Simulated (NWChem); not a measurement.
System: GaPH₄; SMILES [PH2][GaH2]

Input file for NWChem:

```
start job
memory heap 200 mb stack 900 mb global 1100 mb
geometry units angstroms noautoz
  Ga     0.044284     0.853351     0.008601
  H     -1.333920     1.573156     0.225152
  H      1.358260     1.663922    -0.276052
  P      0.102698    -1.455801    -0.094231
  H     -0.758405    -1.672489     1.022616
  H      1.320083    -1.602738     0.635318
end
basis spherical
  * library sto-3g
end
dft
  xc pbe0
  iterations 150
  mulliken
end
task dft energy
```

Parts of the log:

```
             Northwest Computational Chemistry Package (NWChem) 7.3.0
             --------------------------------------------------------

 CS  symmetry detected

                             Geometry "geometry" -> ""
                             -------------------------

 Output coordinates in angstroms (scale by  1.889725989 to convert to a.u.)

  No.       Tag          Charge          X              Y              Z
 ---- ---------------- ---------- -------------- -------------- --------------
    1 Ga                  31.0000    -0.01332409     0.76209389     0.00000000
    2 H                    1.0000    -0.06073885     1.52724439    -1.36997052
    3 H                    1.0000    -0.06073885     1.52724439     1.36997052
    4 P                   15.0000    -0.07938935    -1.54914062     0.00000000
    5 H                    1.0000     0.86268231    -1.72114504    -1.05770710
    6 H                    1.0000     0.86268231    -1.72114504     1.05770710

 Effective nuclear repulsion energy (a.u.)     155.7333030419

      Symmetry information
      --------------------

 Group name             Cs
 Group number              2
 Group order               2
 No. of unique centers     4

                                 NWChem DFT Module
                                 -----------------

 Summary of "ao basis" -> "ao basis" (spherical)
 ------------------------------------------------------------------------------
       Tag                 Description            Shells   Functions and Types
 ---------------- ------------------------------  ------  ---------------------
 Ga                          sto-3g                  8       18   4s3p1d
 H                           sto-3g                  1        1   1s
 P                           sto-3g                  5        9   3s2p

      Symmetry analysis of basis
      --------------------------

        a'         22
        a"          9

            General Information
            -------------------
          SCF calculation type: DFT
          Wavefunction type:  closed shell.
          No. of atoms     :     6
          No. of electrons :    50
           Alpha electrons :    25
            Beta electrons :    25
          Charge           :     0
          Spin multiplicity:     1
          Use of symmetry is: on ; symmetry adaption is: on
          Maximum number of iterations: 150
          AO basis - number of functions:    31
                     number of shells:    17
          Convergence on energy requested:  1.00D-06
          Convergence on density requested:  1.00D-05
          Convergence on gradient requested:  5.00D-04

              XC Information
              --------------
                         PBE0 Method XC Functional
                     Hartree-Fock (Exact) Exchange  0.250
          PerdewBurkeErnzerhof Exchange Functional  0.750
            Perdew 1991 LDA Correlation Functional  1.000 local
           PerdewBurkeErnz. Correlation Functional  1.000 non-local

             Grid Information
             ----------------
          Grid used for XC integration:  medium
          Radial quadrature: Mura-Knowles
          Angular quadrature: Lebedev.
          Tag              B.-S. Rad. Rad. Pts. Rad. Cut. Ang. Pts.
          ---              ---------- --------- --------- ---------
          Ga                  1.30      112           8.0       590
          H                   0.35       45          10.0       434
          P                   1.00       88           9.0       590
          Grid pruning is: on
          Number of quadrature shells:   290
          Spatial weights used:  Erf1

      Superposition of Atomic Density Guess
      -------------------------------------

 Sum of atomic energies:       -2239.39529029

      Non-variational initial energy
      ------------------------------

 Total energy =   -2239.145048
 1-e energy   =   -3461.616940
 2-e energy   =    1066.738589
 HOMO         =      -0.028520
 LUMO         =       0.172210

      Symmetry analysis of molecular orbitals - initial
      -------------------------------------------------

  Numbering of irreducible representations:

     1 a'          2 a"

  Orbital symmetries:

     1 a'          2 a'          3 a'          4 a"          5 a'
     6 a'          7 a'          8 a'          9 a"         10 a'
    11 a'         12 a"         13 a'         14 a'         15 a'
    16 a'         17 a"         18 a"         19 a'         20 a'
    21 a'         22 a"         23 a'         24 a"         25 a'
    26 a'         27 a'         28 a"         29 a'         30 a'
    31 a"

     ---------------------------------------------
      Total Density - Mulliken Population Analysis
     ---------------------------------------------

    Atom       Charge   Shell Charges
 -----------   ------   -------------------------------------------------------
    1 Ga  31    30.61   2.00  2.00  6.00  2.00  5.93  1.31  1.49  9.88
    2 H    1     1.19   1.19
    3 H    1     1.19   1.19
    4 P   15    14.87   2.00  1.99  5.93  1.75  3.20
    5 H    1     1.07   1.07
    6 H    1     1.07   1.07

   convergence    iter        energy       DeltaE   RMS-Dens  Diis-err
 ---------------- ----- ----------------- --------- --------- ---------
 d= 0,ls=0.0,diis     1  -2241.6368661124 -2.40D+03  1.90D-01  2.03D-01
 d= 0,ls=0.5,diis     2  -2234.9834150179  6.65D+00  2.69D-02  7.12D+01
 d= 0,ls=0.5,diis     3  -2236.6448732380 -1.66D+00  2.35D-02  5.03D+01
 d= 0,ls=0.5,diis     4  -2237.8463211603 -1.20D+00  3.49D-02  3.51D+01
 d= 0,ls=0.5,diis     5  -2239.2441834732 -1.40D+00  6.02D-02  1.78D+01
 d= 0,ls=0.5,diis     6  -2240.6879767904 -1.44D+00  1.11D-01  2.55D+00
 d= 0,ls=0.5,diis     7  -2241.3710867075 -6.83D-01  8.55D-03  1.29D+00
  Resetting Diis
 d= 0,ls=0.5,diis     8  -2241.3677980429  3.29D-03  3.95D-03  1.17D+00
 d= 0,ls=0.5,diis     9  -2241.3786028193 -1.08D-02  1.47D-01  1.08D+00
 d= 0,ls=0.5,diis    10  -2239.0100184840  2.37D+00  1.60D-02  2.16D+01
 d= 0,ls=0.5,diis    11  -2238.4510557451  5.59D-01  2.34D-02  2.87D+01
 d= 0,ls=0.5,diis    12  -2239.3589241631 -9.08D-01  4.15D-02  1.66D+01
 d= 0,ls=0.5,diis    13  -2240.4578801518 -1.10D+00  3.53D-02  4.39D+00
 d= 0,ls=0.5,diis    14  -2240.9211431049 -4.63D-01  1.05D-01  6.94D-01
 d= 0,ls=0.5,diis    15  -2241.4709541067 -5.50D-01  4.80D-03  8.25D-01
 d= 0,ls=0.5,diis    16  -2241.4494430883  2.15D-02  2.78D-03  8.52D-01
 d= 0,ls=0.5,diis    17  -2241.4427636166  6.68D-03  1.87D-03  8.47D-01
 d= 0,ls=0.5,diis    18  -2241.4521205392 -9.36D-03  3.64D-03  8.07D-01
 d= 0,ls=0.5,diis    19  -2241.4799017251 -2.78D-02  4.01D-03  7.17D-01
 d= 0,ls=0.5,diis    20  -2241.5095388138 -2.96D-02  2.27D-03  6.31D-01
 d= 0,ls=0.5,diis    21  -2241.5239890013 -1.45D-02  1.44D-03  5.87D-01
 d= 0,ls=0.5,diis    22  -2241.5307036995 -6.71D-03  1.04D-03  5.70D-01
 d= 0,ls=0.5,diis    23  -2241.5307303770 -2.67D-05  5.86D-03  5.73D-01
 d= 0,ls=0.5,diis    24  -2241.5670568682 -3.63D-02  2.46D-02  4.61D-01
 d= 0,ls=0.5,diis    25  -2241.6807373276 -1.14D-01  1.01D-02  1.54D-01
 d= 0,ls=0.5,diis    26  -2241.7097512527 -2.90D-02  5.21D-03  8.23D-02
 d= 0,ls=0.5,diis    27  -2241.7203385182 -1.06D-02  4.03D-03  5.23D-02
 d= 0,ls=0.5,diis    28  -2241.7268247206 -6.49D-03  3.92D-03  2.99D-02
 d= 0,ls=0.5,diis    29  -2241.7315924513 -4.77D-03  3.56D-03  1.26D-02
 d= 0,ls=0.5,diis    30  -2241.7345088842 -2.92D-03  3.04D-03  3.62D-03
 d= 0,ls=0.5,diis    31  -2241.7360728861 -1.56D-03  2.72D-03  9.97D-04
 d= 0,ls=0.5,diis    32  -2241.7371712393 -1.10D-03  2.56D-03  8.95D-04
 d= 0,ls=0.5,diis    33  -2241.7382045242 -1.03D-03  1.65D-03  9.12D-04
 d= 0,ls=0.5,diis    34  -2241.7388531922 -6.49D-04  1.76D-03  1.07D-03
 d= 0,ls=0.5,diis    35  -2241.7394790263 -6.26D-04  1.66D-03  1.60D-03
 d= 0,ls=0.5,diis    36  -2241.7400896187 -6.11D-04  2.14D-03  1.90D-03
 d= 0,ls=0.5,diis    37  -2241.7409231086 -8.33D-04  3.89D-03  1.55D-03
 d= 0,ls=0.5,diis    38  -2241.7422001104 -1.28D-03  2.80D-03  8.97D-04
 d= 0,ls=0.5,diis    39  -2241.7430617360 -8.62D-04  2.45D-03  9.34D-04
 d= 0,ls=0.5,diis    40  -2241.7437946272 -7.33D-04  5.02D-03  9.00D-04
 d= 0,ls=0.5,diis    41  -2241.7440215787 -2.27D-04  2.45D-03  5.13D-03
 d= 0,ls=0.5,diis    42  -2241.7444645584 -4.43D-04  3.28D-03  4.95D-03
 d= 0,ls=0.5,diis    43  -2241.7446336336 -1.69D-04  1.83D-03  6.59D-03
 d= 0,ls=0.5,diis    44  -2241.7450311065 -3.97D-04  5.54D-04  5.27D-03
 d= 0,ls=0.5,diis    45  -2241.7453748067 -3.44D-04  4.38D-04  3.49D-03
 d= 0,ls=0.5,diis    46  -2241.7455844078 -2.10D-04  5.51D-04  2.60D-03
 d= 0,ls=0.5,diis    47  -2241.7458143282 -2.30D-04  4.31D-04  1.48D-03
 d= 0,ls=0.5,diis    48  -2241.7459182625 -1.04D-04  3.33D-04  1.12D-03
 d= 0,ls=0.5,diis    49  -2241.7459909921 -7.27D-05  2.71D-04  8.27D-04
 d= 0,ls=0.5,diis    50  -2241.7460538633 -6.29D-05  2.14D-04  5.38D-04
 d= 0,ls=0.5,diis    51  -2241.7460910175 -3.72D-05  2.35D-04  3.87D-04
 d= 0,ls=0.5,diis    52  -2241.7461175591 -2.65D-05  1.77D-04  2.95D-04
 d= 0,ls=0.5,diis    53  -2241.7461323698 -1.48D-05  1.37D-04  2.46D-04
 d= 0,ls=0.5,diis    54  -2241.7461496982 -1.73D-05  1.44D-04  1.70D-04
 d= 0,ls=0.5,diis    55  -2241.7461650934 -1.54D-05  1.02D-04  1.06D-04
 d= 0,ls=0.5,diis    56  -2241.7461720667 -6.97D-06  9.35D-05  7.30D-05
 d= 0,ls=0.5,diis    57  -2241.7461787192 -6.65D-06  6.95D-05  4.77D-05
 d= 0,ls=0.5,diis    58  -2241.7461827414 -4.02D-06  1.10D-04  3.26D-05
 d= 0,ls=0.5,diis    59  -2241.7461875263 -4.78D-06  1.02D-04  1.89D-05
 d= 0,ls=0.5,diis    60  -2241.7461908104 -3.28D-06  8.61D-05  1.36D-05
 d= 0,ls=0.5,diis    61  -2241.7461933923 -2.58D-06  6.68D-05  9.88D-06
 d= 0,ls=0.5,diis    62  -2241.7461928075  5.85D-07  9.62D-05  7.10D-06
 d= 0,ls=0.5,diis    63  -2241.7461914149  1.39D-06  9.13D-05  4.58D-06
 d= 0,ls=0.5,diis    64  -2241.7461898476  1.57D-06  7.40D-05  3.23D-06
 d= 0,ls=0.5,diis    65  -2241.7461884497  1.40D-06  2.26D-04  2.78D-06
 d= 0,ls=0.5,diis    66  -2241.7461838574  4.59D-06  2.78D-04  3.59D-06
 d= 0,ls=0.5,diis    67  -2241.7461784163  5.44D-06  3.67D-04  3.98D-06
 d= 0,ls=0.5,diis    68  -2241.7461715829  6.83D-06  2.22D-04  4.64D-06
 d= 0,ls=0.5,diis    69  -2241.7461678165  3.77D-06  3.78D-04  3.21D-06
 d= 0,ls=0.5,diis    70  -2241.7461614806  6.34D-06  3.58D-04  4.29D-06
 d= 0,ls=0.5,diis    71  -2241.7461559688  5.51D-06  2.46D-04  4.14D-06
 d= 0,ls=0.5,diis    72  -2241.7461524734  3.50D-06  2.56D-04  3.27D-06
 d= 0,ls=0.5,diis    73  -2241.7461490460  3.43D-06  2.65D-04  2.81D-06
 d= 0,ls=0.5,diis    74  -2241.7461456743  3.37D-06  3.51D-04  2.62D-06
 d= 0,ls=0.5,diis    75  -2241.7461414602  4.21D-06  3.01D-04  2.83D-06
 d= 0,ls=0.5,diis    76  -2241.7461382096  3.25D-06  2.62D-04  2.34D-06
 d= 0,ls=0.5,diis    77  -2241.7461356228  2.59D-06  2.44D-04  1.88D-06
 d= 0,ls=0.5,diis    78  -2241.7461334035  2.22D-06  2.18D-04  1.56D-06
 d= 0,ls=0.5,diis    79  -2241.7461316802  1.72D-06  1.98D-04  1.39D-06
 d= 0,ls=0.5,diis    80  -2241.7461303522  1.33D-06  1.91D-04  1.26D-06
 d= 0,ls=0.5,diis    81  -2241.7461292873  1.06D-06  1.63D-04  1.20D-06
 d= 0,ls=0.5,diis    82  -2241.7461287013  5.86D-07  1.52D-04  1.09D-06
 d= 0,ls=0.5,diis    83  -2241.7461280757  6.26D-07  2.18D-04  8.80D-07
 d= 0,ls=0.5,diis    84  -2241.7461279140  1.62D-07  1.56D-04  1.75D-06
 d= 0,ls=0.5,diis    85  -2241.7461280196 -1.06D-07  1.25D-04  1.20D-06
 d= 0,ls=0.5,diis    86  -2241.7461280921 -7.25D-08  1.78D-04  8.61D-07
 d= 0,ls=0.5,diis    87  -2241.7461279369  1.55D-07  1.50D-04  1.14D-06
 d= 0,ls=0.5,diis    88  -2241.7461278917  4.52D-08  1.29D-04  9.09D-07
 d= 0,ls=0.5,diis    89  -2241.7461279519 -6.03D-08  1.01D-04  7.61D-07
 d= 0,ls=0.5,diis    90  -2241.7461280323 -8.03D-08  7.36D-05  5.20D-07
 d= 0,ls=0.5,diis    91  -2241.7461281131 -8.09D-08  5.74D-05  3.14D-07
 d= 0,ls=0.5,diis    92  -2241.7461281450 -3.19D-08  6.15D-05  1.95D-07
 d= 0,ls=0.5,diis    93  -2241.7461281554 -1.03D-08  5.16D-05  1.83D-07
 d= 0,ls=0.5,diis    94  -2241.7461281685 -1.32D-08  4.30D-05  1.37D-07
 d= 0,ls=0.5,diis    95  -2241.7461281792 -1.06D-08  3.98D-05  9.74D-08
 d= 0,ls=0.5,diis    96  -2241.7461281812 -2.04D-09  3.24D-05  7.77D-08
 d= 0,ls=0.5,diis    97  -2241.7461281842 -3.01D-09  2.21D-05  5.51D-08
 d= 0,ls=0.5,diis    98  -2241.7461281869 -2.73D-09  1.73D-05  2.87D-08
 d= 0,ls=0.5,diis    99  -2241.7461281881 -1.19D-09  1.34D-05  1.77D-08
 d= 0,ls=0.5,diis   100  -2241.7461281885 -4.01D-10  1.07D-05  1.10D-08
 d= 0,ls=0.5,diis   101  -2241.7461281885  6.50D-11  8.69D-06  7.22D-09

         Total DFT energy =    -2241.746128188118
      One electron energy =    -3443.544796714176
           Coulomb energy =     1145.800381286348
    Exchange-Corr. energy =      -99.735015802142
 Nuclear repulsion energy =      155.733303041851

 Numeric. integr. density =       49.999967588572

                  Occupations of the irreducible representations
                  ----------------------------------------------

                     irrep           alpha         beta
                     --------     --------     --------
                     a'               18.0         18.0
                     a"                7.0          7.0

                       DFT Final Molecular Orbital Analysis
                       ------------------------------------

 Vector   23  Occ=2.000000D+00  E=-9.824792D-02  Symmetry=a"
              MO Center= -2.9D-03,  7.2D-01,  6.3D-15, r^2= 3.4D-01
   Bfn.  Coefficient  Atom+Function         Bfn.  Coefficient  Atom+Function
  ----- ------------  ---------------      ----- ------------  ---------------
    15      0.939174  1 Ga d -1              13     -0.322818  1 Ga pz
    17      0.195870  1 Ga d  1              30     -0.080969  5 H  s
    31      0.080969  6 H  s                 19     -0.077062  2 H  s
    20      0.077062  3 H  s                  9      0.070560  1 Ga pz

 Vector   24  Occ=2.000000D+00  E=-9.458461D-02  Symmetry=a'
              MO Center=  4.0D-03,  7.4D-01, -2.9D-15, r^2= 5.3D-01
   Bfn.  Coefficient  Atom+Function         Bfn.  Coefficient  Atom+Function
  ----- ------------  ---------------      ----- ------------  ---------------
    14      0.891836  1 Ga d -2              11      0.405441  1 Ga px
    16     -0.177472  1 Ga d  0               7     -0.109819  1 Ga px
    27     -0.085719  4 P  px                12      0.083883  1 Ga py
    26      0.079441  4 P  s                 28     -0.050764  4 P  py
    10      0.041357  1 Ga s                 30     -0.036804  5 H  s

 Vector   25  Occ=2.000000D+00  E=-9.290079D-02  Symmetry=a'
              MO Center= -2.7D-02,  7.9D-01,  9.0D-18, r^2= 2.9D-01
   Bfn.  Coefficient  Atom+Function         Bfn.  Coefficient  Atom+Function
  ----- ------------  ---------------      ----- ------------  ---------------
    16      0.927652  1 Ga d  0              12     -0.277493  1 Ga py
    14      0.179068  1 Ga d -2              18      0.171814  1 Ga d  2
    10     -0.142618  1 Ga s                 19      0.101385  2 H  s
    20      0.101385  3 H  s                 11      0.087617  1 Ga px
     8      0.071344  1 Ga py                26     -0.038879  4 P  s

 Vector   26  Occ=0.000000D+00  E= 8.636417D-03  Symmetry=a'
              MO Center=  1.1D-02,  5.5D-01, -1.3D-15, r^2= 2.2D+00
   Bfn.  Coefficient  Atom+Function         Bfn.  Coefficient  Atom+Function
  ----- ------------  ---------------      ----- ------------  ---------------
    11      0.895974  1 Ga px                14     -0.413179  1 Ga d -2
     7     -0.230699  1 Ga px                26      0.212542  4 P  s
    27     -0.167963  4 P  px                30     -0.153125  5 H  s
    31     -0.153125  6 H  s                 28     -0.124109  4 P  py
     3      0.068886  1 Ga px                23      0.056263  4 P  px

[...]
```

Level: PBE0/STO-3G. The geometry was optimised at PBE0/def2-SVP.
